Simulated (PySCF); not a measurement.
C4H7FSi, SMILES C[Si@H]1C=C[C@H]1F.

The structure is a stationary point at B3LYP-D3(BJ)/def2-SVP. The structure was generated by enumeration; whether it is a known compound was not checked.

Computed with CAM-B3LYP/def2-TZVP (PySCF).

Isolated molecule, no solvent.

```yaml
total_energy: -545.93482 hartree
highest_occupied_level: -9.07 eV
lowest_empty_level: 0.62 eV
orbital_gap: 9.69 eV
dipole_moment: 1.62 D
quadrupole, principal values (traceless, Buckingham form, about the centre of nuclear charge): -6.47, 1.86, 4.61 D·Å
mean_static_polarisability: 69.8 bohr³ (10.34 Å³)
polarisability_principal_values: 59.6, 68.2, 81.5 bohr³
```
